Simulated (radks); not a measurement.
The numbers below are computed, except where a source is named.
Hf VIII, 65 electrons, occupied as [Kr] 4d10 4f13 5s2 5p4.

Code: a radial shooting solver on a logarithmic mesh with Libxc functionals. Model: non-relativistic Kohn-Sham, BLYP, spin-polarised, spherical densities, point nucleus; open shells are filled with parallel spins first (spin-orbit coupling, left out, can overturn this in heavy ions); relativity is left out, which matters for an element this heavy.

Energy parts (eV):
part                      energy
total                 -389457.47
kinetic                389371.27
electron-nucleus      -920570.11
Hartree                149639.82
exchange-correlation    -7898.46

Orbitals (lengths in bohr, moments of r in powers of bohr; r(90%) holds 90 % of the orbital's charge):
orbital,occ.,eigenvalue (eV),r(90%)
1s up,1,-60315.05,0.0374
1s down,1,-60314.85,0.0374
2s up,1,-9937.969,0.136
2s down,1,-9937.841,0.136
2p up,3,-9518.217,0.122
2p down,3,-9518.031,0.122
3s up,1,-2327.570,0.331
3s down,1,-2326.772,0.331
3p up,3,-2134.344,0.323
3p down,3,-2133.579,0.323
3d up,5,-1773.985,0.295
3d down,5,-1773.396,0.295
4s up,1,-539.3822,0.727
4s down,1,-538.0830,0.727
4p up,3,-459.6551,0.748
4p down,3,-458.3403,0.748
4d up,5,-314.9055,0.801
4d down,5,-313.5491,0.800
4f up,7,-128.0081,1.01
4f down,6,-126.4353,1.01
5s up,1,-150.7015,1.64
5s down,1,-148.0657,1.65
5p up,3,-126.1762,1.78
5p down,1,-123.5760,1.79

The highest occupied level is 5p down at -123.58 eV. The electron density at the nucleus is 2.67e+05 e/bohr^3. For comparison, the ionisation energy in NIST's Atomic Spectra Database is 137 eV (theoretical). In exact Kohn-Sham theory the highest level is minus the ionisation energy, but local and semilocal functionals leave it too shallow, through self-interaction and a potential that decays too fast; potentials with the right tail come closer. Virial ratio -V/T = 2.00022. Spin moment in Bohr magnetons: 3. The spin density at the nucleus is -1.1872 e/bohr^3 (1s -0.4406, 2s -0.0473, 3s -0.8680, 4s 0.4934, 5s -0.3247). Summed over all electrons, <r^2> = 22.67 bohr^2, which gives a Langevin (diamagnetic) susceptibility term of -18 x 10^-6 cm^3/mol. The density falls to 0.001 e/bohr^3 at r = 2.62 bohr.
